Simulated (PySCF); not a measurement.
**Mayer bond orders and bond lengths**

C₅H₁₁NOSi₂.
SMILES with atom numbers: `[CH:1]#[C:2][Si@:3]([NH2:4])([SiH3:5])[CH2:6][CH2:7][CH:8]=[O:9]` (hydrogens: H10 on C1; H11, H12 on N4; H13, H14, H15 on Si5; H16, H17 on C6; H18, H19 on C7; H20 on C8)

Geometry (GFN2-xTB, Å), atoms numbered from 1 in this order:
```xyz
20
C5H11NOSi2 angstrom
C     -2.0803    2.4573    0.5409
C     -1.5339    1.4438    0.1944
Si    -0.7438   -0.1686   -0.3130
N     -0.1603    0.1597   -1.9070
Si    -2.2217   -1.9379   -0.0454
C      0.7778   -0.3525    0.8367
C      1.8817    0.6625    0.5711
C      2.7366    0.3174   -0.6039
O      2.6226   -0.6513   -1.3046
H     -2.5488    3.3522    0.8378
H      0.6330   -0.3625   -2.2441
H     -0.8212    0.3117   -2.6514
H     -3.0350   -2.1405   -1.2505
H     -1.5541   -3.2186    0.2171
H     -3.1667   -1.7225    1.0538
H      1.1993   -1.3542    0.7462
H      0.4425   -0.2473    1.8693
H      1.4643    1.6580    0.3974
H      2.5555    0.7520    1.4313
H      3.5473    1.0520   -0.7886
```

Bond orders from the PBE0/pcSseg-1 density (PySCF). Isolated species at its GFN2-xTB geometry (one conformer only).

Task: How far do the computed orders between heavy atoms stray from the drawn ones?

Result: The largest departure is 0.425, at C1–C2 (drawn triple, 2.575). Drawn single, order below 0.88: C2–Si3 (0.822). Drawn double or triple, more than 0.30 short of the drawn order: C1–C2 (2.575).

Task: Give the Mayer order of every bond, beside its length.

Result: 
```csv
bond,drawn as,length (Å),Mayer order
C1–C2,triple,1.202,2.575
C2–Si3,single,1.866,0.822
Si3–N4,single,1.729,1.053
Si3–Si5,single,2.321,0.894
Si3–C6,single,1.916,0.882
C6–C7,single,1.523,1.036
C7–C8,single,1.494,0.996
C8–O9,double,1.201,1.978
C1–H10,single,1.053,1.096
N4–H11,single,1.008,0.928
N4–H12,single,1.007,0.946
Si5–H13,single,1.468,0.931
Si5–H14,single,1.468,0.932
Si5–H15,single,1.466,0.929
C6–H16,single,1.091,0.940
C6–H17,single,1.091,0.949
C7–H18,single,1.093,0.916
C7–H19,single,1.096,0.929
C8–H20,single,1.109,0.939
```

Bonds between the same two heavy elements. C–C: lowest C7–C8 (0.996, 1.494 Å), highest C1–C2 (2.575, 1.202 Å); in 1 of the 3 pairs the longer bond (by over 0.003 Å) has the higher order (by 0.02 or more). C–Si: lowest C2–Si3 (0.822, 1.866 Å), highest Si3–C6 (0.882, 1.916 Å); in 1 of the 1 pairs the longer bond (by over 0.003 Å) has the higher order (by 0.02 or more).

Task: Sum the orders of all bonds at each heavy atom with more than one neighbour and set the sums beside the valence in the SMILES.

Result: C1 3.671 (drawn 4), C2 3.397 (drawn 4), Si3 3.651 (drawn 4), N4 2.927 (drawn 3), Si5 3.686 (drawn 4), C6 3.807 (drawn 4), C7 3.877 (drawn 4), C8 3.913 (drawn 4). Orders between atoms that aren't bonded are not in these sums.

The Mayer order sums products of elements of PS (density times overlap matrix) between the two atoms' basis functions, so it depends on the basis set.

These values come from a run that also computed NMR shieldings. Time: 92 s wall; peak memory 1.1 GiB. Hardware: Arm Neoverse N1, one thread, no GPU, shared host.
